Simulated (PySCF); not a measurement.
# P²⁺ (phosphorus, charge +2) across methods

[Ne] 3s2 4s1, 2S determinant (an excited configuration). Calculation: PySCF 2.14, in aug-cc-pV(D+d)Z (5s4p3d, 32 functions); no relativity, point nucleus.

```tsv
method	E (hartree)	mean ε 3s α (eV)	mean ε 3s β (eV)	mean ε 4s α (eV)	Σ⟨r²⟩ (bohr²)	⟨S²⟩
UHF	-339.10222	-43.250	-42.807	-14.939	30.63	0.750
PBE	-339.4444	-38.679	-38.437	-13.416	29.52	0.750
PW91	-339.5836	-38.767	-38.516	-13.440	29.44	0.750
PBE0	-339.4714	-40.051	-39.777	-13.905	29.74	0.750
M06-2X	-339.6098	-40.965	-41.226	-15.006	28.18	0.750
BHandHLYP	-339.6233	-41.316	-41.075	-14.196	29.67	0.750
LDA	-338.3278	-38.812	-38.583	-13.402	29.36	0.750
r2SCAN	-339.5548	-38.849	-38.793	-13.376	30.09	0.750
```

The outer electron is Rydberg-like, and this basis confines it to a smaller radius and binds it less than a complete one would.
